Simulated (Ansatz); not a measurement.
Reaction (atomization): `NB1C=N1` → B• + C• + 3 H• + 2 N•

Program: Ansatz. Geometries: PBE0-D4/def2-TZVP. ΔE: electronic, gas phase. CCSD(T)/CBS adds triple-zeta CCSD(T) − MP2 to the extrapolated MP2 energy (def2 sets, frozen cores). This one scheme is used for every species, atoms too. Functionals use def2-TZVPP. HSE06 is defined as in plane-wave codes. Open shells (•) are unrestricted, without spin–orbit coupling. Spin–orbit coupling would lower the free atoms: a little for B, C. Each species was taken in one conformer, which may not be the lowest.

`NB1C=N1`:

```xyz
7

N     0.320    0.779    1.035
B     0.063   -0.076   -0.022
C    -0.567   -0.705   -1.167
N     0.544   -1.226   -0.754
H     1.133    0.683    1.618
H    -0.282    1.542    1.284
H    -1.212   -0.998   -1.993
```

```csv
level,ΔE (kJ/mol),difference from CCSD(T)/CBS
HSE06-D4,2918.1,61.3
BHLYP-D4,2775.8,-81.0
CAM-B3LYP-D4,2913.2,56.4
ωB97X-V,2896.9,40.1
ωB97M-V,2908.8,52.0
B2PLYP,2866.4,9.6
PBE-QIDH,2860.0,3.2
PBE,2997.7,140.9
PBE0,2907.0,50.2
r2SCANh,2852.6,-4.2
CCSD(T)/CBS,2856.8,0
```

Largest T1 diagnostic among the species: 0.014.

Leaving LDA and LC-ωPBE aside and taking each functional with its dispersion term where it has one, the values, not all of them listed here, spread over 231.6 kJ/mol, from BHLYP-D4 to PBE-D4. LDA lies +373.6 kJ/mol from PBE without D4, its usual overbinding. At CCSD(T), def2-SVP lies −159.3 kJ/mol from the extrapolated value and def2-TZVPP −93.2 kJ/mol: correlation converges slowly with the basis, and small sets miss more of it in the bonded molecule than in its fragments.

For atomizations the MP2-based limit and the directly extrapolated one differ by several kJ/mol either way, and by 10 to 25 for some Ge, Se and Sn compounds, so smaller differences from it don't rank the levels.
